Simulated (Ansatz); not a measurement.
Ideal-gas functions of `ClB(Br)Br` at 500 K and 1 bar, from an Ansatz frequency run at PBE0-D4/def2-TZVP.

Molar mass 206.07 g/mol, point group C2v (symmetry number 2), electronic degeneracy 1, moments of inertia 211.069, 431.771, 642.84 u Å². Harmonic wavenumbers (cm⁻¹, unscaled): 166, 197, 350, 410, 841, 938.

Use S(trans) = R[1.5 ln M + 2.5 ln T − 1.1517]; rotational temperatures θ = 24.2544 K / I; S(rot) = R[ln(√π/σ · √(T³/θAθBθC)) + 1.5]; for each mode x = 1.438777 ν̃/T, S = R[x/(eˣ − 1) − ln(1 − e⁻ˣ)] and H = RT x/(eˣ − 1); 1 cm⁻¹ = 0.0119627 kJ/mol; R = 8.31446 J/(mol·K).

Question: By hand: the entropy, in J/(mol·K).

Answer: Translation 186.1. Rotation: θ = 0.1149, 0.0562, 0.0377 K, giving 123.6. Vibration, mode by mode: 14.54, 13.14, 8.60, 7.41, 2.74, 2.20, in all 48.6. Electronic 0.0. Sum 358.3 J/(mol·K).

Question: By hand: H − E and G − E in kJ/mol, counted from the electronic energy.

Answer: Zero-point energy ½ × 2902 × 0.0119627 = 17.4; thermal vibration 12.7; translation, rotation and pV give 4 RT = 16.6. H − E = 46.7 kJ/mol, and G − E = 46.7 − 500 × 358.3/1000 = -132.4 kJ/mol.

Vibration gives 14 % of the entropy.
